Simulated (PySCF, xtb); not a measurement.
Se(I)(GeH3) (GeH3ISe), SMILES [GeH3][Se]I.

Harmonic wavenumbers (cm⁻¹) from GFN2-xTB in xtb at its own minimum, in rising order: 65, 118, 259, 265, 470, 473, 735, 806, 838, 1919, 2008, 2032.

What does PySCF with PBE-D3(BJ)/def2-SVP give at its own minimum? (An estimate is asked for; the answer gives what the named calculation found.)

70, 115, 235, 271, 502, 519, 773, 822, 846, 2073, 2098, 2099. Paired by order, the mean absolute difference is 41 cm⁻¹ and the zero-point energies are 14.3 and 14.9 kcal/mol.
